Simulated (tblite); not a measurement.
Compound: C6H7OS (doublet state).
InChI=1S/C6H7OS/c7-8-2-1-5-3-6(8)4-5/h1-2,6H,3-4H2/t8-/m0/s1

All values are computed: GFN2-xTB (tblite) harmonic vibrations without scaling, gas phase. The method is semi-empirical: single wavenumbers can be off by several per cent or more. Open shells enter through the occupations alone, without spin polarisation, and single modes of such species can be off by tens of per cent.

Harmonic wavenumbers (cm⁻¹): 113.4, 175.9, 311.9, 329.5, 361.2, 375.6, 500.8, 542.9, 596.2, 673.4, 727.7, 801.9, 866.3, 871.5, 879.6, 961.9, 972.5, 999.0, 1017.5, 1068.1, 1077.8, 1105.4, 1129.2, 1151.6, 1174.8, 1194.0, 1202.4, 1224.0, 1284.1, 1452.0, 1464.5, 1624.3, 2944.4, 2986.5, 2993.9, 2997.2, 3005.0, 3026.4, 3094.5.

A = 3151, B = 1899, C = 1588 MHz; mass 127.022 u (most abundant isotopes); point group C1, symmetry number 1; spin multiplicity 2.

**Question.** Zero-point energy?

**Answer.** Half the sum of the wavenumbers: 24639 cm⁻¹ = 294.75 kJ/mol.

**Question.** Give the ideal-gas entropy at 200 K and 1 bar in the rigid-rotor, harmonic-oscillator model (classical rotation).

**Answer.** Translation 160.97, rotation 111.82, vibration 31.81, spin (R ln 2) 5.76: S = 310.4 J/(mol K).

**Question.** And Cp and H(200 K) − H(0)?

**Answer.** Cp = 85.17 J/(mol K), of which vibrations give 51.91 (their classical limit is 39 R = 324.3); H(200 K) − H(0) = 10.75 kJ/mol without the zero-point energy, 4.10 from vibrations.

**Question.** Blend soft modes into free rotors: weight 1/[1 + (100 cm⁻¹/ν̃)⁴] for the oscillator and the rest for a rotor with moment μB/(μ + B), μ = h/(8π²ν), B = 10⁻⁴⁴ kg m². What vibrational entropy results?

**Answer.** 31.82 J/(mol K) in place of 31.81, which changes −T·S at 200 K by 0.00 kJ/mol.

**Question.** Which modes carry the vibrational entropy at 200 K?

**Answer.** 113.4 cm⁻¹: 10.23; 175.9 cm⁻¹: 6.89; 311.9 cm⁻¹: 3.15; 329.5 cm⁻¹: 2.85; 361.2 cm⁻¹: 2.38; 375.6 cm⁻¹: 2.19 J/(mol K); the other 33 give 4.13 together.

Hindered rotation and anharmonicity are outside this model. The structure is chiral; the term R ln 2 for an equal mix with its mirror image is left out.
